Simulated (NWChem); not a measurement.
System: FeCl3, sextet; SMILES [Cl][Fe]([Cl])[Cl]

```xyz
4

Fe     0.0134     0.0477     0.0291
Cl     2.0781    -0.2559    -0.4587
Cl    -0.8001    -0.7990     1.8220
Cl    -1.2378     1.1938    -1.2799
```
Atoms are numbered in this order, from 1.

Level: B3LYP/6-31G* (spherical d), spin-unrestricted (NWChem), optimised geometry, unscaled harmonic frequencies. B3LYP is NWChem's, with the RPA form of VWN correlation.

**Question.** List the harmonic frequencies with IR intensities, and the thermochemistry.

**Answer.** 
```csv
frequency (cm⁻¹),IR intensity (km/mol)
86,28.0
107,2.3
107,2.3
359,0.0
460,115.4
460,115.5
```

```yaml
zero_point_energy: 2.3 kcal/mol
thermal correction to the enthalpy at 298.15 K (with zero-point energy): 6.5 kcal/mol
heat capacity Cv: 16.0 cal/(mol K)
dipole_moment: 0.01 D
```

Rigid rotor and harmonic oscillator; modes under 100 cm⁻¹ make the entropy uncertain.
